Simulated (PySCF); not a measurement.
TlH: frontier orbitals

r²SCAN at R = 1.917 Å; basis Tl aug-cc-pVDZ-PP with ECP60, H aug-cc-pVDZ; scalar-relativistic core potentials; PySCF 2.14. State: ¹Σ⁺ (singlet), closed shell. Only the outer orbitals are listed, counted within each symmetry, core potentials removing the inner ones.

```tsv
orbital	occ.	ε (eV)	on Tl (%)	main shells (%)
1δ	2	-16.25	100	100 Tl d
1δ	2	-16.25	100	100 Tl d
3σ	2	-15.97	99	99 Tl d
2π	2	-15.92	100	100 Tl d
2π	2	-15.92	100	100 Tl d
4σ	2	-10.23	86	85 Tl s, 14 H s
5σ	2	-4.97	53	47 H s, 40 Tl p, 11 Tl s
3π	0	-2.04	98	98 Tl p
3π	0	-2.04	98	98 Tl p
6σ	0	0.61	87	71 Tl s, 14 Tl p, 9 H s
```

**Question.** Which are the highest filled and the lowest empty level, where do they sit, and how wide is the gap?

**Answer.** Highest filled 5σ at -4.97 eV (in %: 47 H s, 40 Tl p, 11 Tl s); lowest empty 3π at -2.04 eV (in %: 98 Tl p); the gap at r²SCAN is 2.93 eV.

| Item | Value |
| --- | --- |
| bond order (Mayer) | 0.94 |
| ⟨S²⟩ | 0.000 |
| charge on Tl (Mulliken, basis-dependent) | 0.26 |
| charge on Tl (Löwdin, basis-dependent) | 0.39 |
| dipole moment (positive dipole means Tl(−)H(+)) | -1.48 D |

Spin–orbit coupling is left out, which matters for elements this heavy, above all for dissociation energies.
